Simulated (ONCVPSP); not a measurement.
Transferability test, ONCV potential for N (Z = 7)

- Element: nitrogen
- Generator: ONCVPSP 4.0.1
- Type: optimised norm-conserving Vanderbilt (ONCV)
- Functional: PBEsol
- Relativity: scalar-relativistic
- Frozen core: none
- Valence charge: 7
- Reference configuration: 1s2 2s2 2p2.75 (charge +0.25)
- Partial waves: 1s+2s: rc 0.40 bohr, ncon 4, nbas 9, qcut 30.8 1/bohr, 2 projectors; 2p: rc 1.70 bohr, ncon 4, nbas 9, qcut 7.3 1/bohr, 2 projectors, debl 3.2 Ha
- Local potential: polynomial inside 0.40 bohr (lpopt 5, dvloc0 6 Ha)
- Core correction: none

Energies are relative to the spin-unpolarised reference configuration 1s2 2s2 2p2.75; without spin polarisation the order of configurations can differ from experiment.

```tsv
valence configuration	charge	ΔE all-electron (eV)	error AE − PS (meV)
1s2 2s2 2p3	0	-2.135	+1.1
1s2 2s2 2p1	+2	40.123	+225
1s2 2s1 2p0	+4	164.525	+1573
```

Task: What are ΔE and the potential's error for 1s2 2s2 2p2?

Result: ΔE = 11.386 eV all-electron; the error (AE − PS) is +21 meV.
